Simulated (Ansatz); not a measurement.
Computed with Ansatz on PBE0-D4/def2-TZVP structures; ΔE is electronic, products minus reactants. CCSD(T)/CBS adds triple-zeta CCSD(T) − MP2 to the extrapolated MP2 energy (def2 sets, frozen cores). This one scheme is used for every species, atoms too. DFT in def2-TZVPP. B3LYP here is the variant with VWN-RPA as its local correlation; programs differ in this. No spin–orbit coupling; open shells (•) take unrestricted orbitals. Spin–orbit coupling would lower the free atoms: a little for C, S, Si. One conformer a species, not always the lowest.

Consider the atomization: `[SiH3]/N=C\S` → C• + 5 H• + N• + S• + Si•.

```tsv
level	ΔE (eV)
LDA (SPW92)	36.12
B3LYP-D4	31.55
r2SCANh-D4	31.20
ωB97M-V	31.56
PBE0	31.20
B3LYP	31.21
BHLYP	30.22
HF/CBS(def2)	21.80
```

Task: What does CCSD(T)/CBS give? (Best estimate.)

Result: The calculation gave: +31.35 eV. The listed levels differ from it by 4.77, 0.20, -0.15, 0.21, -0.15, -0.14, -1.13, -9.55 eV.

Largest T1 diagnostic among the species: 0.015.

From r2SCAN to r2SCAN0 (25 % exact exchange), in def2-TZVPP and without D4, ΔE moves by −0.64 eV: exact exchange takes away binding that semilocal exchange gives to molecules. At CCSD(T), def2-SVP lies −2.30 eV from the extrapolated value and def2-TZVPP −0.99 eV: correlation converges slowly with the basis, and small sets miss more of it in the bonded molecule than in its fragments. The D4 term adds +0.34 eV with B3LYP and +0.18 eV with PBE0; it sums over pairs of atoms, weighted by their polarisabilities, and B3LYP, whose exchange is more repulsive, gets the larger term.

For atomizations the MP2-based limit and the directly extrapolated one differ by several kJ/mol either way, and by 10 to 25 for some Ge, Se and Sn compounds, so smaller differences from it don't rank the levels.
